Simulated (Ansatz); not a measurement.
A short molecular-dynamics run on (4-phenylthiophenyl)diphenylsulfonium hexafluorophosphate (C24H19F6PS2).

```yaml
crystal:
  periodic: [false, false, false]
  atoms:
    - {symbol: F, position_ang: [2.151445, 5.176807, -1.292077]}
    - {symbol: P, position_ang: [3.031291, 3.807961, -1.221883]}
    - {symbol: F, position_ang: [3.862142, 4.191914, -2.568260]}
    - {symbol: F, position_ang: [1.874014, 3.030275, -2.165873]}
    - {symbol: F, position_ang: [4.147705, 4.494994, -0.256114]}
    - {symbol: F, position_ang: [3.865666, 2.347748, -1.134317]}
    - {symbol: F, position_ang: [2.162049, 3.332000, 0.141381]}
    - {symbol: C, position_ang: [-6.020220, -2.389272, 2.647504]}
    - {symbol: C, position_ang: [-5.685951, -1.283701, 3.445489]}
    - {symbol: C, position_ang: [-5.196103, -0.109099, 2.852766]}
    - {symbol: C, position_ang: [-5.046031, -0.044650, 1.454821]}
    - {symbol: S, position_ang: [-4.481794, 1.473686, 0.693343]}
    - {symbol: C, position_ang: [-2.770395, 1.141324, 0.369822]}
    - {symbol: C, position_ang: [-2.090580, -0.006947, 0.833686]}
    - {symbol: C, position_ang: [-0.734098, -0.183836, 0.542202]}
    - {symbol: C, position_ang: [-0.062324, 0.786910, -0.218145]}
    - {symbol: S, position_ang: [1.665396, 0.718024, -0.649822]}
    - {symbol: C, position_ang: [1.782601, -0.385305, -2.058449]}
    - {symbol: C, position_ang: [2.856082, -0.085136, -2.916126]}
    - {symbol: C, position_ang: [3.029807, -0.875208, -4.061549]}
    - {symbol: C, position_ang: [2.137332, -1.922201, -4.343500]}
    - {symbol: C, position_ang: [1.055576, -2.185606, -3.486319]}
    - {symbol: C, position_ang: [0.865283, -1.411415, -2.332297]}
    - {symbol: C, position_ang: [2.459286, -0.160670, 0.695993]}
    - {symbol: C, position_ang: [3.073990, 0.687265, 1.634721]}
    - {symbol: C, position_ang: [3.740782, 0.100832, 2.719947]}
    - {symbol: C, position_ang: [3.801911, -1.296646, 2.844593]}
    - {symbol: C, position_ang: [3.202570, -2.124051, 1.880061]}
    - {symbol: C, position_ang: [2.526066, -1.559543, 0.788712]}
    - {symbol: C, position_ang: [-0.713321, 1.955206, -0.662179]}
    - {symbol: C, position_ang: [-2.068720, 2.120317, -0.372349]}
    - {symbol: C, position_ang: [-5.391298, -1.149112, 0.651053]}
    - {symbol: C, position_ang: [-5.871086, -2.321756, 1.251989]}
    - {symbol: H, position_ang: [-6.404827, -3.308531, 3.115006]}
    - {symbol: H, position_ang: [-5.806072, -1.333477, 4.538630]}
    - {symbol: H, position_ang: [-4.926634, 0.763020, 3.467131]}
    - {symbol: H, position_ang: [-2.622298, -0.759178, 1.432905]}
    - {symbol: H, position_ang: [-0.200353, -1.064245, 0.929784]}
    - {symbol: H, position_ang: [3.517314, 0.764546, -2.682233]}
    - {symbol: H, position_ang: [3.861852, -0.655997, -4.747173]}
    - {symbol: H, position_ang: [2.276266, -2.531456, -5.249400]}
    - {symbol: H, position_ang: [0.347501, -2.994632, -3.720983]}
    - {symbol: H, position_ang: [0.006034, -1.589553, -1.669345]}
    - {symbol: H, position_ang: [3.033999, 1.778472, 1.489293]}
    - {symbol: H, position_ang: [4.231023, 0.745972, 3.464167]}
    - {symbol: H, position_ang: [4.336189, -1.748111, 3.694210]}
    - {symbol: H, position_ang: [3.268859, -3.218658, 1.971026]}
    - {symbol: H, position_ang: [2.078502, -2.197509, 0.012636]}
    - {symbol: H, position_ang: [-0.144748, 2.716707, -1.219039]}
    - {symbol: H, position_ang: [-2.589871, 3.026058, -0.718163]}
    - {symbol: H, position_ang: [-5.281593, -1.079213, -0.441637]}
    - {symbol: H, position_ang: [-6.140215, -3.185314, 0.624352]}
basis:
  gaussian: {orbitals: "6-31G*", fitting: {mean_field: def2-universal-jkfit}}
hamiltonian: {xc: {name: BLYP}, dispersion: d3bj}
md: {timestep: 1 fs, n_steps: 25, ensemble: nve, temperature: 500, initial_velocities: maxwell_boltzmann, seed: 924}
scf: {omitted_lower_state_checks: [starts]}
```

```sh
$ ansatz run in.yaml --threads 2 --pin off --events-out ev --progress --plain --max-ram 32768MiB --backend cuda --devices 0, --max-vram 18GiB
```

```tsv
step	time (fs)	potential energy (eV)	kinetic (eV)	T (K)	conserved (eV)
0	0.0	-72450.8344	3.2315	500	-72447.6029
1	1.0	-72450.6504	3.0548	473	-72447.5956
2	2.0	-72450.1875	2.6159	405	-72447.5716
3	3.0	-72449.7946	2.2316	345	-72447.5629
4	4.0	-72449.5998	2.0223	313	-72447.5775
5	5.0	-72449.4036	1.8175	281	-72447.5861
6	6.0	-72449.0702	1.4920	231	-72447.5782
7	7.0	-72448.7142	1.1526	178	-72447.5616
8	8.0	-72448.5829	1.0293	159	-72447.5536
9	9.0	-72448.7899	1.2235	189	-72447.5664
10	10.0	-72449.1453	1.5582	241	-72447.5872
11	11.0	-72449.3420	1.7476	270	-72447.5944
12	12.0	-72449.2791	1.6994	263	-72447.5796
13	13.0	-72449.1781	1.6160	250	-72447.5621
14	14.0	-72449.2849	1.7148	265	-72447.5701
15	15.0	-72449.4928	1.9052	295	-72447.5876
16	16.0	-72449.5420	1.9509	302	-72447.5910
17	17.0	-72449.3701	1.7906	277	-72447.5795
18	18.0	-72449.1517	1.5885	246	-72447.5632
19	19.0	-72449.1292	1.5688	243	-72447.5604
20	20.0	-72449.3398	1.7629	273	-72447.5769
21	21.0	-72449.5433	1.9505	302	-72447.5929
22	22.0	-72449.5055	1.9157	296	-72447.5899
23	23.0	-72449.2777	1.7081	264	-72447.5696
24	24.0	-72449.1534	1.5932	247	-72447.5602
25	25.0	-72449.2665	1.6917	262	-72447.5748
```

Velocities are drawn at the set temperature; a run this short doesn't reach equilibrium.

The 6-31G sets use Cartesian d functions.

Frames (Å, forces in eV/Å):

```xyz
52
time=0.0 fs
F     2.151    5.177   -1.292   -0.117    0.152   -0.005
P     3.031    3.808   -1.222    0.021    0.091   -0.020
F     3.862    4.192   -2.568    0.099    0.029   -0.175
F     1.874    3.030   -2.166   -0.132   -0.032   -0.153
F     4.148    4.495   -0.256    0.137    0.067    0.134
F     3.866    2.348   -1.134    0.162   -0.138    0.002
F     2.162    3.332    0.141   -0.091    0.008    0.186
C    -6.020   -2.389    2.648   -0.107   -0.256    0.133
C    -5.686   -1.284    3.445   -0.028   -0.001    0.313
C    -5.196   -0.109    2.853    0.079    0.209    0.188
C    -5.046   -0.045    1.455   -0.129   -0.137    0.075
S    -4.482    1.474    0.693   -0.310    0.329   -0.044
C    -2.770    1.141    0.370    0.337   -0.034   -0.073
C    -2.091   -0.007    0.834   -0.165   -0.214    0.176
C    -0.734   -0.184    0.542    0.142   -0.271    0.099
C    -0.062    0.787   -0.218   -0.141    0.020    0.026
S     1.665    0.718   -0.650    0.043    0.078   -0.017
C     1.783   -0.385   -2.058    0.011   -0.059   -0.107
C     2.856   -0.085   -2.916    0.216    0.238    0.008
C     3.030   -0.875   -4.062    0.261    0.072   -0.192
C     2.137   -1.922   -4.343    0.043   -0.174   -0.260
C     1.056   -2.186   -3.486   -0.211   -0.232   -0.056
C     0.865   -1.411   -2.332   -0.232   -0.078    0.188
C     2.459   -0.161    0.696    0.066   -0.046    0.096
C     3.074    0.687    1.635    0.032    0.319    0.003
C     3.741    0.101    2.720    0.133    0.207    0.223
C     3.802   -1.297    2.845    0.157   -0.128    0.243
C     3.203   -2.124    1.880    0.009   -0.316    0.017
C     2.526   -1.560    0.789   -0.140   -0.194   -0.196
C    -0.713    1.955   -0.662    0.121    0.277   -0.157
C    -2.069    2.120   -0.372   -0.117    0.231   -0.114
C    -5.391   -1.149    0.651    0.026   -0.012   -0.285
C    -5.871   -2.322    1.252   -0.072   -0.240   -0.195
H    -6.405   -3.309    3.115    0.086    0.202   -0.102
H    -5.806   -1.333    4.539    0.028    0.006   -0.246
H    -4.927    0.763    3.467   -0.067   -0.217   -0.141
H    -2.622   -0.759    1.433    0.137    0.194   -0.156
H    -0.200   -1.064    0.930   -0.111    0.218   -0.101
H     3.517    0.765   -2.682   -0.189   -0.251   -0.079
H     3.862   -0.656   -4.747   -0.188   -0.054    0.150
H     2.276   -2.531   -5.249   -0.032    0.134    0.197
H     0.348   -2.995   -3.721    0.156    0.175    0.050
H     0.006   -1.590   -1.669    0.214    0.053   -0.155
H     3.034    1.778    1.489    0.019   -0.318    0.051
H     4.231    0.746    3.464   -0.108   -0.149   -0.162
H     4.336   -1.748    3.694   -0.117    0.098   -0.185
H     3.269   -3.219    1.971   -0.015    0.237   -0.017
H     2.079   -2.198    0.013    0.105    0.168    0.184
H    -0.145    2.717   -1.219   -0.170   -0.219    0.159
H    -2.590    3.026   -0.718    0.116   -0.208    0.080
H    -5.282   -1.079   -0.442   -0.024   -0.026    0.264
H    -6.140   -3.185    0.624    0.059    0.190    0.146
52
time=8.0 fs
F     2.127    5.228   -1.276    0.673   -1.009   -0.296
P     3.026    3.808   -1.225    1.152    1.666   -0.586
F     3.903    4.174   -2.646   -0.914   -0.224    1.564
F     1.900    3.024   -2.139   -0.608    0.000   -0.781
F     4.153    4.538   -0.243   -0.444   -0.519   -0.625
F     3.847    2.332   -1.116    0.429    0.279   -0.017
F     2.150    3.341    0.114   -0.156    0.102    0.663
C    -5.958   -2.356    2.677   -0.201   -2.238   -0.904
C    -5.677   -1.274    3.464   -0.068    1.193   -0.114
C    -5.205   -0.124    2.823   -0.906    0.474   -0.346
C    -5.088   -0.016    1.414    0.098   -1.885    0.694
S    -4.496    1.447    0.688   -0.524    1.731   -0.516
C    -2.805    1.158    0.357    1.418   -1.493    0.429
C    -2.098   -0.016    0.790   -1.265   -0.484    0.802
C    -0.762   -0.238    0.525    1.478   -0.747   -0.733
C    -0.085    0.792   -0.198    0.773   -1.092    0.278
S     1.676    0.741   -0.649   -0.474   -0.886    0.452
C     1.776   -0.409   -2.055   -0.785    0.003    1.001
C     2.842   -0.114   -2.896    0.898    1.324    0.120
C     3.081   -0.903   -4.006   -0.943    0.271   -2.189
C     2.106   -1.858   -4.356   -0.367   -0.916    1.670
C     1.016   -2.181   -3.471    0.223   -0.323   -0.279
C     0.831   -1.433   -2.255    0.169   -0.469   -1.710
C     2.419   -0.216    0.726   -0.173    1.238   -1.036
C     3.085    0.593    1.594    0.947    4.811    0.990
C     3.772    0.129    2.710    0.444   -1.127    0.783
C     3.861   -1.272    2.826   -1.260   -0.727   -1.333
C     3.219   -2.145    1.891    0.889    0.081   -0.043
C     2.553   -1.569    0.829   -0.577   -1.062   -0.902
C    -0.718    1.972   -0.596    0.926   -1.208    0.932
C    -2.045    2.111   -0.327   -2.109    1.643   -0.776
C    -5.401   -1.154    0.576    0.251    1.520    3.467
C    -5.861   -2.294    1.232    0.035   -0.298    0.149
H    -6.142   -3.288    3.263   -0.463    0.215   -1.028
H    -5.959   -1.199    4.529    0.482   -0.422   -0.260
H    -5.188    0.720    3.480    0.692    1.118    0.047
H    -2.600   -0.789    1.400   -0.136    0.382   -0.339
H    -0.264   -1.261    0.789   -0.734    1.979   -0.273
H     3.404    0.828   -2.737   -0.053   -0.569    0.176
H     3.726   -0.568   -4.857    0.172   -0.273    1.044
H     2.268   -2.479   -5.226   -0.149   -0.124   -0.498
H     0.366   -3.061   -3.787    0.427    1.179    0.610
H    -0.075   -1.534   -1.635    0.482   -0.118   -0.092
H     3.184    1.740    1.397   -0.626   -1.886    0.204
H     4.252    0.799    3.468   -0.270   -0.420   -0.827
H     4.442   -1.818    3.496    1.241   -0.349    1.907
H     3.380   -3.248    1.791    0.068    0.792    0.736
H     2.282   -2.140   -0.030   -0.645   -0.890   -0.542
H    -0.119    2.778   -0.914    0.641    1.043   -0.964
H    -2.527    3.016   -0.750   -0.011   -0.262    0.487
H    -5.173   -1.016   -0.435   -0.128   -0.333   -1.855
H    -6.156   -3.071    0.521   -0.019   -0.692    0.662
52
time=16.0 fs
F     2.123    5.250   -1.269    0.851   -1.108   -0.524
P     3.040    3.837   -1.237    0.423    0.650   -0.359
F     3.916    4.150   -2.677   -0.992   -0.034    1.847
F     1.907    3.019   -2.135   -0.435    0.291   -0.777
F     4.147    4.565   -0.248   -0.283   -0.515   -0.699
F     3.841    2.325   -1.099    0.450    0.684   -0.045
F     2.135    3.353    0.107    0.137    0.257    0.491
C    -5.899   -2.388    2.653   -0.217    0.602   -0.707
C    -5.671   -1.228    3.462   -0.356   -1.452   -0.514
C    -5.250   -0.087    2.800   -0.364    0.979    0.233
C    -5.121   -0.057    1.401    0.863    1.379    0.139
S    -4.518    1.450    0.674    0.000    0.872   -0.354
C    -2.782    1.117    0.360   -0.692    1.061   -0.298
C    -2.141   -0.039    0.770    0.945   -0.961   -0.001
C    -0.771   -0.260    0.462   -0.882   -0.918    0.655
C    -0.073    0.756   -0.167    0.663    1.175   -0.646
S     1.677    0.748   -0.641   -0.745   -1.499    0.553
C     1.743   -0.429   -2.014    0.893    0.541   -0.505
C     2.848   -0.111   -2.873   -0.811   -0.543    0.329
C     3.071   -0.917   -4.015   -0.661    1.514    0.581
C     2.065   -1.847   -4.318    0.804   -0.648   -0.656
C     1.009   -2.158   -3.454   -0.648   -0.486    0.097
C     0.817   -1.467   -2.256    0.854    1.141    0.066
C     2.384   -0.222    0.719    1.538   -0.441    0.419
C     3.123    0.618    1.602   -1.205    0.846   -0.842
C     3.805    0.096    2.705   -0.098    0.241   -0.865
C     3.914   -1.308    2.811    0.676    1.185    1.245
C     3.273   -2.142    1.900    0.574   -0.597   -0.417
C     2.545   -1.635    0.805   -0.109    0.747    0.011
C    -0.668    1.986   -0.508   -2.256    0.488    0.231
C    -2.088    2.150   -0.306    1.985   -0.484    0.005
C    -5.394   -1.105    0.573   -1.075   -2.967   -0.216
C    -5.850   -2.288    1.226    0.338   -0.415    1.276
H    -6.170   -3.377    3.055   -0.053    0.433    0.236
H    -5.888   -1.256    4.534    0.292    0.073   -0.016
H    -5.123    0.885    3.295    0.155   -0.334    0.227
H    -2.727   -0.781    1.306    0.155   -0.266    0.048
H    -0.301   -1.229    0.733   -0.141    0.613   -0.042
H     3.410    0.802   -2.665    0.254   -0.159    0.055
H     3.867   -0.564   -4.696   -0.305   -0.654    0.017
H     2.147   -2.374   -5.268   -0.098   -0.243   -0.116
H     0.286   -2.943   -3.704    0.139    0.075   -0.216
H    -0.029   -1.576   -1.583   -0.129   -0.363   -0.098
H     3.092    1.692    1.294    0.246   -0.526    0.841
H     4.316    0.833    3.329    0.190   -0.409    0.266
H     4.614   -1.652    3.603   -0.619   -0.377   -0.424
H     3.548   -3.200    1.956   -0.408   -0.090   -0.151
H     2.257   -2.296   -0.013   -0.349   -0.033    0.086
H    -0.111    2.841   -0.883    0.306   -0.192   -0.228
H    -2.577    3.072   -0.624   -0.027    0.011    0.075
H    -5.280   -1.155   -0.519    0.012    0.572    0.285
H    -6.146   -3.223    0.738    0.216    0.281   -0.598
52
time=25.0 fs
F     2.148    5.235   -1.282    0.316   -0.099   -0.703
P     3.062    3.879   -1.258   -1.359   -2.102    0.615
F     3.896    4.124   -2.645   -0.146    0.513    0.562
F     1.900    3.024   -2.160   -0.037    0.488   -0.260
F     4.131    4.578   -0.278    0.570    0.054   -0.042
F     3.852    2.344   -1.081    0.254    0.777   -0.078
F     2.123    3.376    0.115    0.476    0.316   -0.047
C    -5.851   -2.393    2.610   -0.864    1.021    2.296
C    -5.675   -1.236    3.427    0.691    0.381   -0.858
C    -5.321   -0.007    2.786    0.922   -0.930    0.146
C    -5.120   -0.047    1.390   -0.530    0.311   -0.306
S    -4.543    1.473    0.649    0.545    0.189   -0.471
C    -2.783    1.115    0.353   -0.339    0.036    0.080
C    -2.158   -0.108    0.747   -0.213    1.138   -0.981
C    -0.818   -0.294    0.410    0.584    1.759   -0.129
C    -0.045    0.769   -0.158   -2.170    0.398    0.369
S     1.663    0.724   -0.619   -0.293   -0.729    0.617
C     1.747   -0.423   -1.988   -0.035    0.220   -0.031
C     2.825   -0.125   -2.832    0.272   -0.412   -0.325
C     3.011   -0.872   -3.999   -0.617   -1.331    0.307
C     2.055   -1.873   -4.310   -0.513    0.312   -0.518
C     0.982   -2.149   -3.439    0.921    0.599   -0.655
C     0.838   -1.453   -2.252    0.002   -0.028    0.229
C     2.423   -0.242    0.724    0.579   -0.072   -0.167
C     3.112    0.657    1.593    0.152   -2.850    0.912
C     3.843    0.071    2.656    0.300    0.485   -0.319
C     3.984   -1.299    2.828    0.132   -1.236    0.088
C     3.361   -2.160    1.888   -0.886    0.593   -0.596
C     2.535   -1.680    0.782    1.029    0.661    1.889
C    -0.695    2.026   -0.410    2.094   -0.191   -1.763
C    -2.059    2.177   -0.276   -0.472   -1.286    1.452
C    -5.432   -1.172    0.585    0.196    1.645   -1.181
C    -5.819   -2.314    1.256    0.212   -1.224   -2.294
H    -6.250   -3.313    3.002    0.182   -0.511    0.716
H    -5.643   -1.309    4.510   -0.332   -0.021    0.240
H    -4.942    0.926    3.269   -0.673   -0.790    0.204
H    -2.748   -0.888    1.202   -0.088   -0.321    0.256
H    -0.299   -1.146    0.731    0.648   -1.601    0.401
H     3.531    0.639   -2.548    0.213    0.517    0.111
H     3.934   -0.853   -4.562    0.207    0.584   -0.421
H     1.989   -2.349   -5.302    0.601   -0.047    0.279
H     0.224   -2.833   -3.735   -0.644   -0.899   -0.230
H     0.033   -1.776   -1.606   -0.253    0.461    0.438
H     3.085    1.709    1.514   -0.224    1.326   -0.560
H     4.459    0.667    3.304    0.031    0.842    0.421
H     4.615   -1.719    3.702   -0.972    0.570   -1.429
H     3.489   -3.218    2.054   -0.092   -0.635   -0.229
H     2.026   -2.418    0.122    0.387    0.812    0.228
H    -0.036    2.752   -0.951   -0.735   -0.045    0.685
H    -2.593    3.095   -0.438   -0.021    0.633   -0.439
H    -5.421   -1.053   -0.553    0.148   -0.392    1.521
H    -6.011   -3.230    0.681   -0.153    0.113   -0.028
```

Hardware: 2 threads of AMD EPYC 7R13 on a shared host and a share (18 GiB) of an NVIDIA H100 80GB HBM3. Wall time 2.8 min, peak host memory 1.1 GiB.
